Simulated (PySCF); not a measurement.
Species: C7H15As.
Atom-mapped SMILES: `[CH3:1][CH2:2][CH:3]1[CH2:4][CH2:5][AsH:6][CH2:7][CH2:8]1` (hydrogens: H9, H10, H11 on C1; H12, H13 on C2; H14 on C3; H15, H16 on C4; H17, H18 on C5; H19 on As6; H20, H21 on C7; H22, H23 on C8)

A GFN2-xTB structure was refined with PySCF, PBE0-D3(BJ)/def2-SVP geometry optimisation, gas phase. Its GFN2-xTB values:

| coordinate | GFN2-xTB |
| --- | --- |
| C1–C2 | 1.525 Å |
| C1–H9 | 1.088 Å |
| C2–C3 | 1.535 Å |
| C2–H12 | 1.093 Å |
| C3–C4 | 1.533 Å |
| C3–H14 | 1.097 Å |
| C4–C5 | 1.525 Å |
| C4–H15 | 1.096 Å |
| C4–H16 | 1.095 Å |
| C5–As6 | 1.984 Å |
| C5–H17 | 1.094 Å |
| C5–H18 | 1.093 Å |
| As6–H19 | 1.514 Å |
| C1–C2–C3 | 114.0° |
| C2–C3–C4 | 109.4° |
| C2–C3–C8 | 111.0° |
| C3–C4–C5 | 113.3° |
| C4–C3–C8 | 111.5° |
| C4–C5–As6 | 109.5° |
| C5–As6–C7 | 91.7° |
| C3–C4–C5–As6 | 67° |
| C4–C5–As6–C7 | -58° |
| C5–As6–C7–C8 | 59° |
| As6–C7–C8–C3 | -68° |

Task: How do these coordinates change at the PBE0-D3(BJ)/def2-SVP level?

Result: 
```csv
coordinate,PBE0-D3(BJ)/def2-SVP (Å or °),change
C1–H9,1.102,+0.014
As6–H19,1.528,+0.014
C2–H12,1.105,+0.012
C3–H14,1.108,+0.011
C4–H15,1.106,+0.010
C4–H16,1.104,+0.009
C5–H18,1.102,+0.009
C5–H17,1.101,+0.007
C5–As6,1.979,-0.005
C2–C3,1.531,-0.004
C1–C2,1.521,-0.004
C4–C5,1.524,-0.001
C3–C4,1.532,-0.001
C3–C4–C5,114.7,+1.4
C5–As6–C7,93.0,+1.3
C1–C2–C3,115.2,+1.2
C4–C3–C8,112.5,+1.0
C2–C3–C4,110.2,+0.8
C2–C3–C8,111.7,+0.7
C4–C5–As6,110.1,+0.6
As6–C7–C8–C3,-65,+3
C3–C4–C5–As6,65,-2
C5–As6–C7–C8,57,-2
C4–C5–As6–C7,-57,+1
```

The energy falls by 0.062 eV over 4 energy and gradient evaluations, the largest force component goes from 0.0148 to 2.0e-04 Eh/bohr, and the atoms move by 0.048 Å rms after alignment. Among the bonds, C1–H9, C1–H11 and As6–H19 change most and about equally (+0.014 Å). Bonds longer at the end by more than 0.005 Å: 15 of 23; shorter: 0. Rotational constants go from 3312, 720.9, 630.7 to 3283, 718.6, 626.3 MHz.

The run used 205 basis functions and 26 SCF cycles in all.

No PBE0-D3(BJ)/def2-SVP frequencies stand behind this structure, so it isn't proved a minimum. The numbers are those of one conformer.
